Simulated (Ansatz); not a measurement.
Calculation: PBE0-D3(BJ)/def2-TZVP in Ansatz (a quantum-chemistry and plane-wave program). No frequencies were computed at this level.

Ansatz 0.2 input:
```yaml
crystal:
  periodic: [false, false, false]
  atoms:
    - { symbol: Si, position_ang: [-2.239159, -0.543495, 0.02389] }
    - { symbol: C, position_ang: [-0.434395, -0.183696, 0.503174] }
    - { symbol: C, position_ang: [0.434395, 0.1837, -0.700949] }
    - { symbol: Si, position_ang: [2.239159, 0.543493, -0.221665] }
    - { symbol: H, position_ang: [-3.006356, -0.886299, 1.222876] }
    - { symbol: H, position_ang: [-2.817596, 0.643893, -0.610324] }
    - { symbol: H, position_ang: [-2.275117, -1.661543, -0.922358] }
    - { symbol: H, position_ang: [-0.400962, 0.630021, 1.231071] }
    - { symbol: H, position_ang: [-0.004572, -1.054579, 1.003077] }
    - { symbol: H, position_ang: [0.400959, -0.630017, -1.428847] }
    - { symbol: H, position_ang: [0.004571, 1.054584, -1.20085] }
    - { symbol: H, position_ang: [3.006362, 0.886274, -1.420654] }
    - { symbol: H, position_ang: [2.275122, 1.661553, 0.724567] }
    - { symbol: H, position_ang: [2.817585, -0.643891, 0.412567] }
basis:
  gaussian: { orbitals: def2-tzvp }
hamiltonian:
  xc: pbe0
  dispersion: d3bj
relax:
  max_steps: 150
```

Output:

```
Functional definition: PBE0
1336 factors; their error is unknown
mean field evaluation 1: about -17976.3835 eV, gradient 5.6e1 eV
mean field evaluation 2: about -17969.4243 eV, gradient 7.3e1 eV
mean field evaluation 4: about -17983.8395 eV, gradient 1.2e0 eV
mean field evaluation 8: about -17983.9007 eV, gradient 3.3e-1 eV
mean field evaluation 16: about -17983.9009 eV, gradient 9.2e-6 eV
mean field -17983.90086967 eV, -660.8961670345 hartree, gradient 7.2e-6 eV, S^2 0.000000; 0 other end points of the search recorded, 0 dependent functions left out
reference -17983.90090883 eV, -660.8961684736 hartree; 25, 25 occupied and 171, 171 virtual orbitals, 1336 factors
relax step   1: F+E_penalty+E_count = -17984.17153391 eV  Δ(F+E_penalty+E_count) = +0.000e0 eV  max|allowed force component| = 9.289e-1 eV/Å  Δτ_max = 0.0000 Å  (27 SCF iters, accepted)
these checks for a lower state are left out or cut short: starts, cluster_reference, orbital_swaps, neighbouring_geometries, increment
1336 factors; their error is unknown
mean field -17983.95441697 eV, -660.8981348614 hartree, gradient 1.7e-5 eV, S^2 0.000000; 0 other end points of the search recorded, 0 dependent functions left out
reference -17983.95445614 eV, -660.8981363010 hartree; 25, 25 occupied and 171, 171 virtual orbitals, 1336 factors
relax step   2: F+E_penalty+E_count = -17984.22439740 eV  Δ(F+E_penalty+E_count) = -5.286e-2 eV  max|allowed force component| = 3.043e-1 eV/Å  Δτ_max = 0.0370 Å  (30 SCF iters, accepted)
these checks for a lower state are left out or cut short: starts, cluster_reference, orbital_swaps, neighbouring_geometries, increment
1336 factors; their error is unknown
mean field evaluation 32: about -17983.9586 eV, gradient 1.7e-5 eV
mean field -17983.95858555 eV, -660.8982880541 hartree, gradient 1.7e-5 eV, S^2 0.000000; 0 other end points of the search recorded, 0 dependent functions left out
reference -17983.95862466 eV, -660.8982894912 hartree; 25, 25 occupied and 171, 171 virtual orbitals, 1336 factors
relax step   3: F+E_penalty+E_count = -17984.22926041 eV  Δ(F+E_penalty+E_count) = -4.863e-3 eV  max|allowed force component| = 6.630e-2 eV/Å  Δτ_max = 0.0130 Å  (30 SCF iters, accepted)
these checks for a lower state are left out or cut short: starts, cluster_reference, orbital_swaps, neighbouring_geometries, increment
1336 factors; their error is unknown
mean field -17983.95882181 eV, -660.8982967364 hartree, gradient 1.7e-5 eV, S^2 0.000000; 0 other end points of the search recorded, 0 dependent functions left out
reference -17983.95886092 eV, -660.8982981738 hartree; 25, 25 occupied and 171, 171 virtual orbitals, 1336 factors
relax step   4: F+E_penalty+E_count = -17984.22948064 eV  Δ(F+E_penalty+E_count) = -2.202e-4 eV  max|allowed force component| = 6.604e-3 eV/Å  Δτ_max = 0.0023 Å  (30 SCF iters, accepted)
1336 factors; their error is unknown
mean field -17983.95882181 eV, -660.8982967364 hartree, gradient 7.1e-5 eV, S^2 0.000000; 1 other end points of the search recorded, 0 dependent functions left out
reference -17983.95886092 eV, -660.8982981738 hartree; 25, 25 occupied and 171, 171 virtual orbitals, 1336 factors
Total energy: -17984.22951975 eV, -660.9082447022 hartree
Atom 0 at    -2.217752    -0.540874     0.041743 Å, force     0.000333     0.000637    -0.004124 eV/Å
Atom 1 at    -0.433403    -0.183915     0.506511 Å, force    -0.006604    -0.001637     0.000611 eV/Å
Atom 2 at     0.433403     0.183917    -0.704286 Å, force     0.006604     0.001636    -0.000611 eV/Å
Atom 3 at     2.217752     0.540872    -0.239518 Å, force    -0.000333    -0.000637     0.004124 eV/Å
Atom 4 at    -3.032234    -0.894278     1.236852 Å, force     0.003907     0.001436    -0.003814 eV/Å
Atom 5 at    -2.819431     0.655329    -0.609535 Å, force    -0.000082    -0.002702     0.001847 eV/Å
Atom 6 at    -2.271704    -1.672412    -0.924586 Å, force    -0.001149     0.001829     0.002461 eV/Å
Atom 7 at    -0.423527     0.624365     1.246069 Å, force     0.002385    -0.000019     0.003494 eV/Å
Atom 8 at    -0.026399    -1.063372     1.017650 Å, force     0.002338     0.000181     0.003521 eV/Å
Atom 9 at     0.423524    -0.624363    -1.443844 Å, force    -0.002385     0.000019    -0.003494 eV/Å
Atom 10 at     0.026398     1.063375    -1.215425 Å, force    -0.002338    -0.000181    -0.003521 eV/Å
Atom 11 at     3.032239     0.894257    -1.434630 Å, force    -0.003908    -0.001435     0.003815 eV/Å
Atom 12 at     2.271708     1.672422     0.726797 Å, force     0.001148    -0.001830    -0.002460 eV/Å
Atom 13 at     2.819421    -0.655326     0.411775 Å, force     0.000083     0.002702    -0.001848 eV/Å
Dipole moment:    -0.000000     0.000000     0.000000 e Å
```

Cost: very roughly 28 core-seconds.
